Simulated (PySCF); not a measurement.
**Fractional electron number in Re (rhenium, neutral)**

The 6s beta orbital of [Xe] 4f14 5d5 6s2 is emptied in steps (occupation f), with all orbitals relaxed, ending at [Xe] 4f14 5d5 6s1. Calculation: PySCF 2.14, in aug-cc-pVDZ-PP with ECP60MDF; a scalar-relativistic core potential. The exact energy is a straight line in f; departures are measured from the line between the end points of the same method.

```json
{"f": "1", "PBE0 (eV)": "0.000"}
{"f": "0.9", "PBE0 (eV)": "-0.183"}
{"f": "0.7", "PBE0 (eV)": "-0.428"}
{"f": "0.5", "PBE0 (eV)": "-0.510"}
{"f": "0.3", "PBE0 (eV)": "-0.426"}
{"f": "0.1", "PBE0 (eV)": "-0.176"}
{"f": "0", "PBE0 (eV)": "0.000"}
```

| method | E(f=0) − E(f=1) (eV) | −ε at f=1 (eV) | −ε at f=0.5 (eV) |
| --- | --- | --- | --- |
| PBE0 | 7.385 | 5.350 | 7.388 |

Orbital energy along the path (eV):

```json
{"f": "1", "PBE0": "-5.350"}
{"f": "0.9", "PBE0": "-5.754"}
{"f": "0.7", "PBE0": "-6.567"}
{"f": "0.5", "PBE0": "-7.388"}
{"f": "0.3", "PBE0": "-8.221"}
{"f": "0.1", "PBE0": "-9.036"}
{"f": "0", "PBE0": "-9.023"}
```

Reference removal energy between the ground levels: 7.834 eV (measured; NIST Atomic Spectra Database, ionization energies).
